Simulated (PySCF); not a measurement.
# Spinor energies of Tl⁶⁴⁺ (thallium, charge +64)

Start: [Ne] 3s2 3p5; 3p1/2 filled at m_j = -1/2, +1/2; 3p3/2 filled at m_j = -1/2, +1/2, +3/2. Calculated with PySCF 2.14 in an even-tempered Gaussian basis (17 s from 21 bohr⁻², ratio 2.4; 14 p from 28 bohr⁻², ratio 2.4; 4 d from 98 bohr⁻², ratio 2.6; 4 f from 150 bohr⁻², ratio 2.6): generalised Hartree-Fock with the X2C-1e Hamiltonian and a Gaussian nucleus; one run each with spin-orbit coupling (SO) switched off, then screened by Boettger's factors.

| spinor shell | electrons | ε, spin-free (eV) | ε, screened SO (eV) | weight of nominal j (screened SO) | rms radius, screened SO (bohr) |
| --- | --- | --- | --- | --- | --- |
| 1s1/2 | 2 | -91208.9 | -91170.0 | 1.000 | 0.0184 |
| 2s1/2 | 2 | -20479.7 | -20466.5 | 1.000 | 0.0734 |
| 2p1/2 | 2 | -18350.3 | -19870.8 | 1.000 | 0.0620 |
| 2p3/2 | 4 | -18350.3 | -17757.3 | 1.000 | 0.0699 |
| 3s1/2 | 2 | -8079.2 | -8074.7 | 1.000 | 0.178 |
| 3p1/2 | 2 | -7447.9 | -7840.6 | 1.000 | 0.168 |
| 3p3/2 | 3 | -7447.9 | -7290.8 | 1.000 | 0.181 |

```json
{"quantity": "E (hartree)", "spin-free": "-15591.43028", "screened SO": "-15630.80509"}
{"quantity": "M_J", "spin-free": "3/2", "screened SO": "3/2"}
{"quantity": "⟨J²⟩", "spin-free": "3.750", "screened SO": "3.750"}
{"quantity": "⟨L²⟩", "spin-free": "2.000", "screened SO": "2.069"}
{"quantity": "⟨S²⟩", "spin-free": "0.750", "screened SO": "0.819"}
```

Each row is a mean over spinors that exchange with the open shell spreads, by up to 31.572 eV (3s1/2).

Breit and QED terms are absent; they matter most for the inner s and p1/2 levels.

Densities and radii are taken from the X2C orbitals without a picture-change correction, which distorts them close to the nucleus.

Without spin-orbit coupling the j labels of p, d and f shells carry no meaning; the spin-free column gives the mean over the occupied spinors of each nl shell.
